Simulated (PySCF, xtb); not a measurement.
Al(H)(NH2)2 (AlH5N2), SMILES [NH2][AlH][NH2].

GFN2-xTB run with xtb at its own geometry gives an orbital gap of 4.78 eV and a dipole moment of 1.45 D.

The structure is a stationary point at B3LYP-D3(BJ)/def2-TZVP. Other conformers were not sampled.

Question: What does PBE0/def2-TZVPD in PySCF give? (Estimate from the structure and the level; the computed values follow.)

Answer: gap 6.84 eV (levels -7.00 and -0.15 eV), dipole 1.10 D.
